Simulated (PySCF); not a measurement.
## Structure from 2D NMR

Compound of formula C₈H₉FO. Correlations simulated from computed shifts and the bond graph:

HSQC (one-bond C–H):
| δH | δC |
| --- | --- |
| 6.98 | 140.8 |
| 5.75 | 143.0 |
| 5.68 | 125.3 |
| 5.63 | 121.1 |
| 5.54 | 125.3 |
| 5.08 | 121.1 |
| 2.46 | 42.5 |
| 1.97 | 21.4 |
| 1.43 | 21.4 |

COSY cross peaks (H two or three bonds apart, from the bond graph; peaks can be absent where the dihedral angle is near 90°):
| δH | δH |
| --- | --- |
| 6.98 | 5.63 |
| 6.98 | 5.08 |
| 5.75 | 5.68 |
| 5.75 | 5.54 |
| 5.75 | 2.46 |
| 5.68 | 5.54 |
| 5.63 | 5.08 |
| 2.46 | 1.97 |
| 2.46 | 1.43 |
| 1.97 | 1.43 |

HMBC (two and three bonds, from the bond graph):
| δH | δC |
| --- | --- |
| 6.98 | 172.0, 121.1, 42.5, 34.0, 21.4 |
| 5.75 | 125.3, 42.5, 34.0, 21.4 |
| 5.68 | 143.0, 42.5 |
| 5.63 | 140.8, 34.0 |
| 5.54 | 143.0, 42.5 |
| 5.08 | 140.8, 34.0 |
| 2.46 | 172.0, 143.0, 140.8, 125.3, 34.0, 21.4 |
| 1.97 | 172.0, 143.0, 140.8, 42.5, 34.0 |
| 1.43 | 172.0, 143.0, 140.8, 42.5, 34.0 |

Carbons without hydrogens: δ 172.0, 34.0.

PySCF 2.14.0 with density-fitted response routines calculation with GFN2-xTB geometry and PBE0/pcSseg-1 with gauge-including orbitals; gas phase, relativity neglected, one computed conformer.

Shifts are taken against calculated references (same method and geometry level): TMS for 1H (σref 31.72), 13C (σref 186.93).

Exchangeable hydrogens are left out of these lists.

Q: Assemble the structure.

A: `C=C[C@@H]1C[C@@]1(C=C)C(=O)F`.

Mapped SMILES: `[CH2:1]=[CH:2][C@@H:3]1[CH2:4][C@@:5]1([CH:6]=[CH2:7])[C:8](=[O:9])[F:10]`. Hydrogens are named by the atom that carries them. Ha(C4) is cis to C2 on the ring; Ha(C1) is cis to C3; Ha(C7) is cis to C5; Hb(C4) is trans to C2 on the ring; Hb(C1) is trans to C3; Hb(C7) is trans to C5.

δC 172.0 is C8, a carbonyl carbon. δC 143.0 is C2, an alkene CH (δH 5.75). δC 140.8 is C6, an alkene CH (δH 6.98). δC 125.3 is C1, a terminal =CH2 carbon (δH 5.54, 5.68). δC 121.1 is C7, a terminal =CH2 carbon (δH 5.08, 5.63). δC 42.5 is C3, a three-membered-ring carbon (δH 2.46). δC 34.0 is C5, a three-membered-ring carbon. δC 21.4 is C4, a three-membered-ring carbon (δH 1.97, 1.43). HMBC from δH 6.98 reaches the proton-free carbons C8, C5. HMBC from δH 5.75 reaches the proton-free carbon C5. HMBC from δH 5.63 reaches the proton-free carbon C5. HMBC from δH 5.08 reaches the proton-free carbon C5. COSY links 6.98–5.63, 6.98–5.08, 5.75–5.68, 5.75–5.54, 5.75–2.46, 5.68–5.54.

The data come from this structure; uniqueness wasn't tested.

Shifts are as computed. Against solution values, carbons near 30 ppm lie about +3 ppm off and those near 130 ppm about +5 ppm. Of 1211 compounds with measured shifts, 218 miss one by over three times the rms of a fit or turn the order of signals round; such compounds aren't used in these exercises.
